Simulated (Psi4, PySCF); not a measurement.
C₂H₅GaO (SMILES C=[CH][GaH][OH]), singlet, geometry from GFN2-xTB (such geometries of metal compounds can be far from the true shape), atoms displaced at random by about 0.03 Å a coordinate. Base run: B3LYP/STO-3G, gradient (PySCF).

The PySCF input:
```python
from pyscf import gto, scf, dft

mol = gto.M(
    atom='''
Ga   -0.51795979    0.33055016    0.10913938
H    -2.00062417    0.76918306    0.04655463
C     0.26453926   -1.17265301   -1.04870571
C     1.53304482   -1.51344207   -0.91284385
H    -0.34092063   -1.68054487   -1.79782880
H     2.02148904   -2.26114685   -1.54050216
H     2.18671758   -0.99826033   -0.14010756
O     0.29325213    1.19920839    1.30207027
H     1.00329732    1.46551927    1.86039462
''',
    basis='sto-3g',
    verbose=4,
)

mf = dft.RKS(mol)
mf.xc = 'b3lyp'
mf.kernel()
g = mf.nuc_grad_method()
grad = g.kernel()
```

Programs used: Psi4, PySCF; a row that names a program was run with it.

The coordinate followed is y of atom 4.

Variants of this job, named by their change:

```tsv
change	dE/dx (Eh/bohr)	net force (Eh/bohr)
base	-0.010252	0.000150
finite difference step (bohr) = 1e-4; conv_tol = 1e-11	-0.010252	-
conv_tol = 1e-6	-0.010255	0.000150
finite difference step (bohr) = 1e-3; conv_tol = 1e-11	-0.010252	-
density fitting = on; auxbasis_response = off	-0.010324	0.003471
code = psi4	-0.010236	0.000181
finite difference step (bohr) = 0.05; conv_tol = 1e-11	-0.010399	-
grids.level = 0; grid_response = on	-0.010774	0.000000
grids.level = 5; grid_response = on	-0.010253	0.000000
grid_response = on	-0.010252	0.000000
finite difference step (bohr) = 0.01; conv_tol = 1e-11	-0.010258	-
conv_tol = 1e-11	-0.010253	0.000150
```

The net force is zero for an exact gradient.
